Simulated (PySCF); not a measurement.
## How methods differ on the excitation energy of Cl²⁺

Cl²⁺ [Ne] 3s2 3p3 (4S) → Cl²⁺ [Ne] 3s1 3p3 3d1 (6D), as a difference of total energies. Calculation: PySCF 2.14, in aug-cc-pV(Q+d)Z (7s6p5d3f2g, 89 functions); the non-relativistic Hamiltonian (point nucleus). Correlated levels: valence: [Ne] frozen. The calculations carry no spin-orbit coupling.

```tsv
method	excitation energy (eV)
UHF	23.843
MP2 (valence)	25.740
SCS-MP2 (valence)	26.281
CCSD (valence)	25.994
CCSD(T) (valence)	26.090
```

**Question.** How much does correlation contribute at CCSD(T) (valence)?

**Answer.** 26.090 − (23.843) = 2.247 eV, measured against UHF.

The promoted electron is Rydberg-like, and one or two diffuse shells describe it only roughly, which tends to raise the upper state.
